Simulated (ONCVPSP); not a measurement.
## Configuration tests for Ti (ONCV)

* Element: titanium (Ti)
* Generator: ONCVPSP 4.0.1
* Type: optimised norm-conserving Vanderbilt (ONCV)
* Functional: PBEsol
* Relativity: scalar-relativistic
* Frozen core: [Ne]
* Valence charge: 12
* Reference configuration: 3s2 3p6 3d2.5 4s1.5
* Partial waves: 3s+4s: rc 1.55 bohr, ncon 4, nbas 9, qcut 7.5 1/bohr, 2 projectors; 3p: rc 1.70 bohr, ncon 5, nbas 9, qcut 6.9 1/bohr, 2 projectors, debl 0.7 Ha; 3d: rc 2.30 bohr, ncon 4, nbas 9, qcut 7.7 1/bohr, 2 projectors, debl 2.6 Ha
* Local potential: polynomial inside 1.45 bohr (lpopt 5, dvloc0 0 Ha)
* Core correction: Teter function, fcfact 4.25, rcfact 1.25

In the p channel the program set the typed energies aside and used -1.359, 0.250 Ha.

Energies are relative to the spin-unpolarised reference configuration 3s2 3p6 3d2.5 4s1.5; without spin polarisation the order of configurations can differ from experiment.

| valence configuration | charge | ΔE all-electron (eV) | error AE − PS (meV) |
| --- | --- | --- | --- |
| 3s2 3p6 3d2 4s2 | 0 | -0.350 | +15 |
| 3s2 3p6 3d2 4s1 | +1 | 7.009 | +7.0 |
| 3s2 3p6 3d2 4s0 | +2 | 20.480 | -1.1 |

(1) What are ΔE and the potential's error for 3s2 3p6 3d2 4s0 4p1?

Answers

(1) ΔE = 10.788 eV all-electron; the error (AE − PS) is +3.7 meV.
